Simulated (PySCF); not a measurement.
Species: C4H3F3NO2 (doublet state).
Geometry (GFN2-xTB, Å), atoms numbered from 1 in this order:
```xyz
13
C4H3F3NO2 angstrom
O      1.9350    1.2316   -0.9638
C      2.4278    0.4794   -0.1511
N      1.7254   -0.5109    0.4224
C      0.3777   -0.6215    0.0518
C     -0.0446    0.1445   -0.9329
O     -1.2745    0.3906   -1.4489
C     -2.3323    0.2555   -0.6575
F     -2.5651   -1.0229   -0.2948
F     -2.2383    0.9345    0.4955
F     -3.4206    0.6808   -1.2818
H      3.4735    0.5511    0.1791
H      2.1219   -1.1500    1.0924
H     -0.1902   -1.3622    0.6107
```

The hyperfine couplings belong to this conformer and change with its torsions.

Identity: `O=CN/C=[C]/OC(F)(F)F` [radical].

Method: UKS B3LYP, pcH-1 on C F H N O, non-relativistic, mean-field spin-orbit, GIAO in PySCF 2.14.0. The structure is a single GFN2-xTB conformer in the gas phase; no vibrational or solvent corrections. A GFN2-xTB geometry isn't a minimum of the functional, and hyperfine couplings can be far from their values at a DFT geometry. No stability test was run, so a lower SCF solution isn't excluded.

Q: Give the principal g shifts and their parts.

A: 
| Δg (ppm) | 1 | 2 | 3 |
| --- | --- | --- | --- |
| relativistic mass correction | -243 | -243 | -243 |
| gauge correction | 35 | 67 | 42 |
| orbital Zeeman/spin–orbit | -467 | 89 | 1101 |
| total | -675 | -87 | 901 |

So g = 2.00164, 2.00223, 2.00322 and g_iso = 2.00237; the tensor is rhombic: the two nearest values differ by 37 % of g3 − g1. 

Q: How much does each term add to the isotropic shift?

A: The mass correction -243, the orbital-Zeeman/spin–orbit term 241 and the gauge correction 48 ppm, for a total of 46 ppm. The mass correction is the same along every axis, so the anisotropy comes from the other two: their spans along these axes are 32 (gauge) and 1568 ppm (orbital Zeeman/spin–orbit).

Q: At 9.65 GHz, how far is the centre of the isotropic spectrum from where a free electron (g = 2.002319) resonates?

A: B = hν/(g μB) with μB/h = 13.99624 MHz/mT gives 344.34 mT for the free electron and 344.33 mT at g_iso, the same within 0.01 mT.

Q: What are the electron Larmor frequencies g μB B/h along the three axes at 1200 mT?

A: 33.6186, 33.6285, 33.6451 GHz for g1, g2 and g3, a range of 26.5 MHz.

Q: In a frozen sample, at which fields do the three g values resonate at 9.5, 34, 94 and 263 GHz (hyperfine left aside), and which band first spreads them over more than twice a line width of 1.0 mT?

A: 
```tsv
band	GHz	B(g3) mT	B(g2) mT	B(g1) mT	spread mT
X	9.5	338.83	339.00	339.10	0.27
Q	34.0	1212.66	1213.26	1213.61	0.95
W	94.0	3352.65	3354.30	3355.28	2.64
J	263.0	9380.27	9384.90	9387.66	7.38
```

The spread grows in proportion to the frequency. W band is the first where it exceeds 2.0 mT.

Largest spin populations (Mulliken): C5 (+0.87), O1 (+0.12) and C4 (-0.10). C5 is the only atom above +0.15. The positive populations add up to 1.13 and the negative ones to -0.13, together 2S = 1.

The HOMO–LUMO gaps are 5.21 eV among the α and 4.62 eV among the β orbitals.
